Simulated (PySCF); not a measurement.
C6H9NOSi.
SMILES with atom numbers: `[CH3:1][O:2][SiH2:3][c:4]1[cH:5][cH:6][n:7][cH:8][cH:9]1` (hydrogens: H10, H11, H12 on C1; H13, H14 on Si3; H15 on C5; H16 on C6; H17 on C8; H18 on C9)

Torsions of this conformer, `[CH3:1][O:2][SiH2:3][c:4]1[cH:5][cH:6][n:7][cH:8][cH:9]1`: C1–O2–Si3–C4 -179°, O2–Si3–C4–C5 79°.

The closed-shell ground state was solved at several levels (PySCF, density fitting, gas phase, non-relativistic). The structure is a single PBE0-D3(BJ)/def2-SVP conformer in the gas phase; no vibrational or solvent corrections.

```
           level  basis functions  total energy (Eh)  HOMO (eV)  LUMO (eV)  gap (eV)  dipole (D)
   PBE0/pcSseg-1              205          -652.9418      -7.41      -1.34      6.07        2.77
wB97X-D/pcSseg-1              205          -653.3572      -9.33       0.41      9.74        2.87
```

(1) Estimate the row for PBE0/def2-SVPD, a basis of 259 functions; the other rows only guide the guess.

(2) Over all these levels, which gives the widest orbital gap and which the narrowest?

(3) How far do the dipole and the HOMO energy spread over the levels?

## Answers

(1) Total energy -652.6618 Eh, HOMO -7.42 eV, LUMO -1.38 eV, gap 6.04 eV, dipole 2.61 D.

(2) wB97X-D/pcSseg-1 (range-separated hybrid) has the widest, 9.74 eV, and PBE0/def2-SVPD (global hybrid, 25 % exact exchange) the narrowest, 6.04 eV. Functional and basis both differ between the two, so the spread mixes both effects.

(3) The dipole runs from 2.61 to 2.87 D (mean 2.75 D) and the HOMO from -9.33 to -7.41 eV.

The pairwise dispersion term of wB97X-D wasn't added to the energies; at a given geometry it leaves orbitals and properties as they are.
